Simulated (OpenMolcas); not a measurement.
Computed levels of 2s² 2p in ions with 5 electrons, in cm-1 above ²P°_1/2.

```json
{
 "Program": "OpenMolcas 26.06",
 "Method": "SS-CASPT2, IPEA 0.25 Eh, imaginary shift 0.1 Eh",
 "Basis": "ANO-R2",
 "Scalar Hamiltonian": "X2C, finite nucleus",
 "Spin-orbit coupling": "RASSI with atomic mean-field integrals over the reference wave functions, term energies averaged over their components"
}
```

Active space for each ion: 3 electrons in 4 orbitals (2s 2p); closed shells correlated by CASPT2: 1s.

| Level | N2+ | F4+ | Ne5+ |
| --- | --- | --- | --- |
| ²P°_3/2 | 158 | 682 | 1208 |

Problem. Estimate ²P°_3/2 for O3+ from its neighbours N2+ and F4+.

Solution. ²P°_3/2 is fine structure, which grows about as the fourth power of a screened charge, so the fourth roots are averaged: ((158^0.25 + 682^0.25) / 2)^4 = 351. The calculation gives 351, so the estimate is off by 0 %; the measured value is 386 (Moore, Selected Tables of Atomic Spectra, NSRDS-NBS 3, section 10).

Computed and measured levels are paired by configuration, term and J; levels that our copy of the source lacks, or whose pairing is in doubt (as where it misses far off the trend of its configuration), stay unpaired and out of the deviations. Only configurations of the active space appear.

° marks odd parity.
